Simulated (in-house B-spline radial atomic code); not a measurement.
# RPA and G0W0 on r2SCAN0: Ba⁺

Configuration [Xe] 6s1, highest spin, mean-field start r2SCAN0. Computed with a B-spline radial code for spherical atoms: all electrons, scalar-relativistic (spin-free one-electron X2C), finite nucleus, each spin shell either full or empty, empty states to l = 9 with an (l + 1/2)⁻⁴ tail; G0W0 by contour deformation at full frequency.

RPA overbinds a lone outer s electron by self-correlation, and G0W0 tends to as well.

Command:
```bash
python run_gw.py task.json out
```
Settings (radii: box in bohr, nucleus in fm):
```
Z                        56
electrons                55
configuration            [Xe] 6s1
hamiltonian              x2c
method                   r2scan0
lmax                     9
rms_radius               4.8378
spin_polarised           True
box_radius               23.78
intervals                70
ion_configuration        [Kr] 4d10 5s2 5p6
```

Run time, properties included: 8.1 s on 1 thread of Arm Neoverse V1, with other jobs on the host.

Energies (hartree):

| term | value |
| --- | --- |
| mean-field total | -8134.57936 |
| Hartree-Fock functional on these orbitals | -8131.50770 |
| direct second order | -4.8264 |
| second-order exchange | 1.3148 |
| SOSEX correction | 1.2268 |

(1) What is the RPA correlation energy, and what remains with SOSEX?

Quasi-particle levels (eV):

| level | occupied | mean field | Σx - vxc | Σc | QP weight | G0W0 |
| --- | --- | --- | --- | --- | --- | --- |
| 6s up | yes | -8.430 | -0.94 | ? | ? | ? |
| 5d up | no | -6.186 | 3.50 | -1.96 | 0.758 | -4.650 |

G0W0 = mean field + (Σx - vxc) + Σc, with Σc (partial-wave tail included) taken at the quasi-particle energy. Only the outer levels were computed. Levels of low weight are left out.

(2) Where does G0W0 put 6s up?

(3) What does it cost to remove one electron (to [Kr] 4d10 5s2 5p6) by differences of total energies, each species on its own start (correlation terms add to the Hartree-Fock functional)?

Answers

(1) RPA gives -4.2405 hartree (-2.1 eV per electron); RPA + SOSEX gives -3.0136, and the second-order doubles -3.5116 hartree (no singles). SOSEX takes back 29 % of the RPA value.

(2) At -10.414 eV, with Σc = -1.05 eV and a quasi-particle weight of 0.927. The tabulated removal energy is 10.004 eV (NIST, measured); the calculation leaves out spin-orbit coupling, Breit and QED terms, and what these don't explain is the method's own error.

(3) r2SCAN0 9.845 eV, Hartree-Fock functional 9.349 eV, + RPA 10.328 eV, + RPA + SOSEX 9.881 eV, + second order 10.325 eV. Tabulated: 10.004 eV (NIST, measured); the calculation leaves out spin-orbit coupling, Breit and QED terms, and what these don't explain is the method's own error.
